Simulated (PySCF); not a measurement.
ClGaH2S2, SMILES [Ga]([SH])([Cl])[SH]. Geometry optimised at PBE-D3(BJ)/def2-SVP. The structure was generated by enumeration; whether it is a known compound was not checked. Other conformers were not sampled.

Computed equilibrium geometry at PBE-D3(BJ)/def2-SVP (PySCF confirms it by a frequency run) as Cartesian coordinates in Å, and its point group (one conformer of several):
point group C2v.
```xyz
6

Ga     0.0000     0.0000     0.0045
Cl     0.0000     0.0000    -2.1520
S      0.0000    -1.9751     0.9984
H      0.0000    -1.4302     2.2484
S      0.0000     1.9751     0.9984
H      0.0000     1.4302     2.2484
```
Charge 0, spin multiplicity 1.
